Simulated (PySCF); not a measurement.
Si(F)2(Me)(Ph), SMILES C[Si](F)(F)c1ccccc1 (C₇H₈F₂Si), GFN2-xTB optimised geometry.

```
18

C     -2.76    -0.96     1.38
Si    -1.91     0.00     0.00
F     -2.44    -0.51    -1.43
F     -2.45     1.52     0.00
C     -0.03     0.00     0.00
C      0.69    -0.97    -0.70
C      2.07    -0.97    -0.69
C      2.76    -0.01     0.01
C      2.07     0.96     0.72
C      0.69     0.97     0.71
H     -2.50    -0.58     2.36
H     -3.84    -0.90     1.27
H     -2.50    -2.02     1.35
H      0.15    -1.72    -1.26
H      2.61    -1.73    -1.25
H      3.84    -0.01     0.02
H      2.61     1.72     1.27
H      0.15     1.73     1.26
```

Density from PBE0/def2-SVP (PySCF) at that geometry.

Minimum of the electron density along straight lines between bonded atoms, close to the bond critical point (lines longer than 1.1 times the sum of covalent radii, or with two minima, are not listed):

```csv
bond,length / Å,ρ at the minimum / e bohr⁻³,∇²ρ there / e bohr⁻⁵,position (fraction from the first atom)
C1–Si2,1.886,0.118,0.31,0.62
Si2–F3,1.609,0.119,1.11,0.42
Si2–F4,1.609,0.119,1.11,0.42
Si2–C5,1.877,0.119,0.33,0.38
C5–C6,1.394,0.304,-0.75,0.50
C6–C7,1.383,0.313,-0.81,0.50
C7–C8,1.385,0.312,-0.80,0.50
C8–C9,1.385,0.312,-0.80,0.50
C5–C10,1.394,0.304,-0.75,0.50
C9–C10,1.383,0.313,-0.81,0.50
C1–H11,1.086,0.272,-0.98,0.63
C1–H12,1.087,0.271,-0.98,0.63
C1–H13,1.086,0.272,-0.98,0.63
C6–H14,1.080,0.285,-1.09,0.63
C7–H15,1.080,0.284,-1.08,0.63
C8–H16,1.080,0.284,-1.09,0.63
C9–H17,1.080,0.284,-1.08,0.63
C10–H18,1.080,0.285,-1.09,0.63
```
